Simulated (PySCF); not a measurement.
Excitations are Tamm–Dancoff values on a coarser integration grid. The basis has no diffuse functions, so Rydberg states are missing or too high.

Cartesian coordinates (Å):
```xyz
6

O     -0.9542     1.0008     0.1683
B     -0.2254    -0.1182    -0.0207
O      1.1307    -0.0801    -0.0108
Cl    -1.0908    -1.6405    -0.2827
H     -0.3989     1.7746     0.3018
H      1.5386    -0.9364    -0.1559
```
Charge 0, spin multiplicity 1.

Task: Give the S1–T1 gap (TDA), T1 excitation (TDA) and S1 oscillator strength at the level PBE0-D3(BJ)/def2-TZVP in PySCF.

Result: 
The S1–T1 gap (TDA) comes out as 0.34 eV, the T1 excitation (TDA) comes out as 8.07 eV and the S1 oscillator strength is 0.036.
